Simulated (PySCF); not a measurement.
**Bond curve of KS**

Set-up: basis K x2c-TZVPall, S x2c-TZVPall; spin-free X2C with a Gaussian nucleus; PySCF 2.14. Energies in eV from K + S in their ground configurations at the same level. State: ²Π (doublet), unpaired electrons π ↑.

All columns are PBE0. A positive dipole means K(−)S(+).

```
R (Å)  E (eV)   μ (D)  Mulliken charge on K (basis-dependent)  HOMO (eV)  LUMO (eV)  Mayer bond order  ⟨S²⟩
2.436  -2.081   -8.41                                    0.64      -4.92      -2.27              0.70  0.75
2.549  -2.366   -8.88                                    0.65      -4.83      -2.13              0.68  0.75
2.662  -2.521   -9.34                                    0.65      -4.70      -1.99              0.67  0.75
2.747  -2.575   -9.69                                    0.65      -4.61      -1.90              0.66  0.76
2.832  -2.590  -10.03                                    0.65      -4.52      -1.81              0.65  0.76
2.917  -2.575  -10.36                                    0.65      -4.44      -1.73              0.65  0.76
3.030  -2.521  -10.80                                    0.65      -4.33      -1.62              0.64  0.76
3.172  -2.417  -11.35                                    0.65      -4.21      -1.61              0.64  0.76
3.342  -2.261  -12.00                                    0.65      -4.08      -1.72              0.64  0.76
3.568  -2.031  -12.83                                    0.65      -3.93      -1.87              0.63  0.76
```

A fit through these points gives, at Re = 2.828 Å, μ = -10.01 D and dμ/dR = -3.97 D/Å; the reduced mass is 17.56 u.

Task: How strong is the fundamental in the double-harmonic approximation, I = 42.26·(dμ/dR)²/μred km/mol?

Result: I = 42.26·(-3.97)²/17.56 = 37.9 km/mol at PBE0.

The state was picked by a PBE0 search and need not be the measured ground state.
